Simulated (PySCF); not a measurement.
Steps of a relaxation of SmBr2

SmBr2 (singlet in the valence; each metal's 4f electrons, 6 of them, lie in its core potential, out of spins and levels). PySCF 2.14.0, RKS PBE0, Sm lcecp-0-SVP with ECP52, Br def2-SVP; non-relativistic Hamiltonian with scalar-relativistic core potentials where named; density fitting; no spin-orbit coupling. Origin of the start: template. Columns: position (Å) and force (eV/Å). Energies are counted from the last step; some of the 7 steps are shown. Forces carry noise of the integration grid, about 0.01 to 0.03 eV/Å.

Run from Python with OMP_NUM_THREADS=2. Where DIIS fails, smearing, a level shift and second-order steps follow.
It took 25 s on 2 threads of Arm Neoverse V1, on a shared host, from the converged density of the start.

```xyz
3
step 0  E = 0.195 eV
Sm    0.0000    0.0000   -0.6151     0.00    0.00    0.95
Br    2.6973    0.0000    0.5920    -0.88    0.00   -0.47
Br   -2.6973    0.0000    0.5920     0.88    0.00   -0.47
```

```xyz
3
step 2  E = 0.007 eV
Sm    0.0000    0.0000   -0.4721     0.00    0.00   -0.08
Br    2.5920    0.0000    0.5205     0.16    0.00    0.04
Br   -2.5920    0.0000    0.5205    -0.16    0.00    0.04
```

```xyz
3
step 4  E = 0.002 eV
Sm    0.0000    0.0000   -0.4621     0.00    0.00    0.04
Br    2.6203    0.0000    0.5155     0.00    0.00   -0.02
Br   -2.6203    0.0000    0.5155     0.00    0.00   -0.02
```

Problem. Where does the relaxation end?

Solution. It converges at step 6 in C2v:
```xyz
3
step 6  E = 0
Sm    0.0000    0.0000   -0.3825
Br    2.6652    0.0000    0.4757
Br   -2.6652    0.0000    0.4757
```

Problem. How did the contacts change?

Solution. 
```json
{"contact": "Sm1–Br2 (Br)", "start (Å)": "2.955", "end (Å)": "2.800"}
{"contact": "Sm1–Br3 (Br)", "start (Å)": "2.955", "end (Å)": "2.800"}
```


An lcecp potential fixes the number of 4f electrons, so in runs with it no electron can move into or out of that shell.
